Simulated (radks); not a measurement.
Task: Lu50+, configuration [Ar] 3d3. All-electron calculation, Dirac Kohn-Sham, PBE, spin-unpolarised, spherical densities, point nucleus; open shells fill j = l - 1/2 first. Program: a radial shooting solver on a logarithmic mesh with Libxc functionals. Some entries of the table are withheld. Estimate them.

| orbital | occ. | eigenvalue (hartree) | <r^2> (bohr^2) | <1/r> (bohr^-1) |
|---|---|---|---|---|
| 1s1/2 | 2 | -2439.605 | 0.0005119 | 82.26 |
| 2s1/2 | 2 | -510.4134 | 0.007748 | 20.03 |
| 2p1/2 | 2 | -493.3311 | 0.005556 | (1) |
| 2p3/2 | 4 | -451.7591 | 0.006723 | (2) |
| 3s1/2 | 2 | -191.4764 | (3) | 7.807 |
| 3p1/2 | 2 | -184.6852 | 0.04172 | 7.727 |
| 3p3/2 | 4 | -174.4950 | 0.04688 | 6.967 |
| 3d3/2 | 3 | -164.3168 | 0.03506 | 6.841 |
| 3d5/2 | 0 | -161.9621 | 0.03643 | 6.658 |

Result: 
(1) 2p1/2 <1/r> (bohr^-1): 19.96
(2) 2p3/2 <1/r> (bohr^-1): 17.06
(3) 3s1/2 <r^2> (bohr^2): 0.04603
